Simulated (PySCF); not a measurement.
**Which determinant of SrTe⁺ lies lowest?**

Unrestricted PBE0; PySCF, scalar-relativistic core potentials, basis sets Sr def2-SVP with ECP28, Te def2-SVP with ECP28. Outer shells of the fragments: Sr+ 5s1; Te 4d10 5s2 5p4.

Followed along the bond (rough minima from three points):

```csv
2Ms+1,unpaired,⟨S²⟩ at the start,R at minimum (Å),Te (eV)
2,π ↑,0.76,2.97,0.00
2,σ ↑,0.75,2.83,0.74
4,"σ ↑, π ↑↑",3.75,none in the scan,≤ 1.58
```

Solutions found at the starting distance of 3.130 Å, counted from the lowest of them; the search is not exhaustive and high or unbound solutions are not listed, so other states can lie among these:

```
2Ms+1       unpaired   term  E (eV)  ⟨S²⟩  ⟨Lz²⟩   μ (D)
    2            π ↑     ²Π    0.00  0.76   1.01  -13.50
    2            σ ↑    ²Σ⁺    0.92  0.75   0.00  -14.08
    4      σ ↑, π ↑↑    ⁴Σ⁻    1.67  3.75   0.00   -4.61
    2      σ ↓, π ↑↑  mixed    1.70  1.75   0.00   -4.58
    2      σ ↑, π ↑↓  mixed    2.05  1.76   2.01   -4.59
    4      σ ↑↑, π ↑     ⁴Π    2.36  3.75   1.01   -5.01
    4      π ↑↑, δ ↑     ⁴Δ    3.09  3.75   4.00   -5.78
    2      π ↑↑, δ ↓  mixed    3.11  1.75   4.00   -5.78
    2            σ ↑  mixed    3.13  0.75   2.02   -4.50
    4          π ↑↑↑     ⁴Π    3.13  3.75   1.00   -5.87
    4  σ ↑, π ↑, δ ↑  mixed    3.71  3.75   4.98   -6.16
```

A term symbol is given only where ⟨S²⟩ and ⟨Lz²⟩ are close to those of a pure state; real π, δ and φ orbitals otherwise mix terms. A positive dipole points towards Te; it is taken about the centre of mass and depends on that origin.

**Question.** Compare the gap between the two lowest followed solutions at the starting distance with the gap between their minima.

**Answer.** At PBE0 the second solution (doublet, unpaired electrons σ ↑) lies +0.92 eV from the first (doublet, unpaired electrons π ↑) at 3.130 Å and +0.74 eV at the minima; the two curves relax by different amounts, since their minima lie near 2.83 and 2.97 Å.

Spin–orbit coupling is left out. Counting both spins, an empty level lies below a filled one in some of these solutions, because spin and occupation are held.
